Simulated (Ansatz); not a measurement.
Two isomers of C3H6OSSi: A = `C=C[SiH2]C(=O)S`, B = `C=C=C(O)[SiH2]S`.

Program: Ansatz. Geometries: PBE0-D4/def2-TZVP. ΔE: electronic, gas phase. CBS: MP2 limit from def2 TZ/QZ plus the TZ coupled-cluster correction, frozen cores. Functionals use def2-TZVPP. B3LYP here is the variant with VWN-RPA as its local correlation; programs differ in this. One conformer a species, not always the lowest.

Q: Which is lower in electronic energy at CCSD(T)/CBS, and by how much? (An estimate is asked.)

A: Ansatz gave: A, by 23.4 kJ/mol.

Q: Give E(B) − E(A) in kJ/mol with CCSD/def2-TZVPP, B3LYP-D4, r2SCAN-D4, B2PLYP, MP2/def2-TZVPP, ωB97M-V, PBE0-D4. (An estimate is asked.)

A: The calculation gave: CCSD/def2-TZVPP 23.7, B3LYP-D4 27.1, r2SCAN-D4 25.2, B2PLYP 28.8, MP2/def2-TZVPP 24.8, ωB97M-V 21.8, PBE0-D4 19.2. None reverses the order clearly.

Largest T1 diagnostic: 0.016.

From PBE to PBE0 (25 % exact exchange), in def2-TZVPP and without D4, E(B) − E(A) moves by −7.9 kJ/mol.
